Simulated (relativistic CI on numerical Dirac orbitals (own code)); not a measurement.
## Charge states of iodine

Calculated at this level of theory: Dirac-Coulomb-Breit CI, KLI orbitals optimised for each configuration, model QED (radiative potential, 1s self-energy scaled to tabulated hydrogen-like ionisation energies), valence Slater integrals scaled by 0.9 (own radial code, finite nucleus).

Each species is treated in one configuration, given outside its closed core. Radial values are for the open shell of highest l, unscaled and averaged over j; ζ includes the Breit term. Labels give the leading LS character, summed over repeated terms.

| Ion | Configuration | Its lowest level | LS weight (%) | ζ (cm⁻¹) | Next level | E (cm⁻¹) | ⟨r⟩ (bohr) | ⟨r²⟩ (bohr²) |
| --- | --- | --- | --- | --- | --- | --- | --- | --- |
| I | 4d10 5s2 5p5 | 2P°_3/2 | 100 | 5186 | 2P°_1/2 | 7774.7 | 2.495 | 7.188 |
| I+ | 4d10 5s2 5p4 | 3P_2 | 92 | 5892 | 3P_0 | 6760 | 2.347 | 6.275 |
| I2+ | 4d10 5s2 5p3 | 4S°_3/2 | 92 | 6624 | 2D°_3/2 | 14035 | 2.233 | 5.631 |
| I3+ | 4d10 5s2 5p2 | 3P_0 | 93 | 7380 | 3P_1 | 6526.4 | 2.139 | 5.139 |
| I4+ | 4d10 5s2 5p | ? | ? | ? | ? | ? | ? | ? |
| I5+ | 4d10 5s2 | 1S_0 | 100 |  |  |  |  |  |
| I6+ | 4d10 5s | 2S_1/2 | 100 |  |  |  | 1.707 | 3.251 |
| I7+ | 4d10 | 1S_0 | 100 |  |  |  |  |  |
| I8+ | 4d9 | 2D_5/2 | 100 | 5660 | 2D_3/2 | 14166 | 0.8761 | 0.8855 |
| I9+ | 4d8 | 3F_4 | 98 | 5930 | 3F_3 | 12802 | 0.8583 | 0.8476 |
| I10+ | 4d7 | 4F_9/2 | 90 | 6206 | 4F_7/2 | 11603 | 0.8415 | 0.8133 |
| I11+ | 4d6 | 5D_4 | 89 | 6486 | 5D_3 | 8544.5 | 0.8258 | 0.7819 |
| I12+ | 4d5 | 6S_5/2 | 91 | 6771 | J = 5/2 (mixed) | 37097 | 0.811 | 0.753 |
| I13+ | 4d4 | 5D_0 | 73 | 7062 | 5D_1 | 6083.4 | 0.7969 | 0.7262 |
| I14+ | 4d3 | 4F_3/2 | 87 | 7357 | 4F_5/2 | 9598.5 | 0.7834 | 0.7013 |
| I15+ | 4d2 | 3F_2 | 90 | 7657 | 3F_3 | 15373 | 0.7706 | 0.6781 |
| I16+ | 4d | 2D_3/2 | 100 | 7962 | 2D_5/2 | 19962 | 0.7583 | 0.6563 |
| I17+ | 3d10 4s2 4p6 | 1S_0 | 100 |  |  |  |  |  |
| I18+ | 3d10 4s2 4p5 | 2P°_3/2 | 100 | 75400 | 2P°_1/2 | 113270 | 0.704 | 0.5593 |
| I19+ | 3d10 4s2 4p4 | 3P_2 | 77 | 77450 | 3P_0 | 37659 | 0.6966 | 0.5475 |
| I20+ | 3d10 4s2 4p3 | J = 3/2 (mixed) | 44 | 79510 | 2D°_3/2 | 96137 | 0.6894 | 0.5362 |
| I21+ | 3d10 4s2 4p2 | 3P_0 | 79 | 81600 | 3P_1 | 100470 | 0.6824 | 0.5254 |
| I22+ | 3d10 4s2 4p | 2P°_1/2 | 100 | 83710 | 2P°_3/2 | 125780 | 0.6756 | 0.515 |
| I23+ | 3d10 4s2 | 1S_0 | 100 |  |  |  |  |  |

**Question.** Fill in the row of I4+.

**Answer.** Its lowest level 2P°_1/2; LS weight (%) 100; ζ (cm⁻¹) 8156; Next level 2P°_3/2; E (cm⁻¹) 12254; ⟨r⟩ (bohr) 2.059; ⟨r²⟩ (bohr²) 4.746.

With one configuration, terms of near-neutral atoms and ions can be 10 to 25 % off, and close levels can change places.

At low charge ζ of a weakly bound d or f electron comes out too small.
